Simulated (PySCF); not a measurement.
SeSn, SMILES [Se]=[Sn] (connectivity only; charge and spin as stated), neutral, multiplicity 1.

Geometry: PBE-D3(BJ)/def2-TZVP. The def2 effective core potentials stand for the cores of Sn; spin–orbit coupling is left out.

Level of theory: PBE-D3(BJ)/def2-TZVP (PySCF 2.14.0).

Frequencies are harmonic and unscaled.

Computed vibrational spectrum:
```
mode  ν (cm⁻¹)  IR (km/mol)  moving atoms (share of kinetic energy)
----  --------  -----------  --------------------------------------
1          319         13.7                        Se 60 %, Sn 40 %
```
